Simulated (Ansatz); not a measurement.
Reaction (isomerisation): `N[SiH](O)BO` → `NB(O)O[SiH3]`

Gas-phase electronic energies from Ansatz, PBE0-D4/def2-TZVP geometries. CCSD(T)/CBS adds triple-zeta CCSD(T) − MP2 to the extrapolated MP2 energy (def2 sets, frozen cores). DFT in def2-TZVPP. B3LYP here is the variant with VWN-RPA as its local correlation; programs differ in this. Each species was taken in one conformer, which may not be the lowest.

| level | ΔE (kcal/mol) | difference from CCSD(T)/CBS |
| --- | --- | --- |
| PBE-D4 | -43.3 | 2.8 |
| B3LYP-D4 | -47.2 | -1.1 |
| ωB97X-V | -46.2 | -0.1 |
| ωB97M-V | -47.2 | -1.1 |
| B2PLYP | -47.5 | -1.4 |
| r2SCAN | -47.6 | -1.5 |
| PBE0 | -45.8 | 0.3 |
| B3LYP | -47.4 | -1.3 |
| MP2/def2-TZVPP | -47.5 | -1.4 |
| SCS-MP2/def2-TZVPP | -47.8 | -1.7 |
| CCSD/def2-TZVPP | -47.7 | -1.6 |
| CCSD(T)/def2-TZVPP | -46.9 | -0.8 |
| MP2/def2-QZVPP | -47.1 | -1.0 |
| SCS-MP2/def2-QZVPP | -47.4 | -1.3 |
| HF/CBS(def2) | -53.5 | -7.4 |
| CCSD/CBS(def2) | -47.0 | -0.9 |
| CCSD(T)/CBS | -46.1 | 0 |

Largest T1 diagnostic among the species: 0.013.

In def2-TZVPP, CCSD(T) changes the Hartree–Fock value by +6.5 kcal/mol (the triples alone add +0.8 kcal/mol) and MP2 by +5.9 kcal/mol. From PBE to PBE0 (25 % exact exchange), in def2-TZVPP and without D4, ΔE moves by −2.4 kcal/mol.
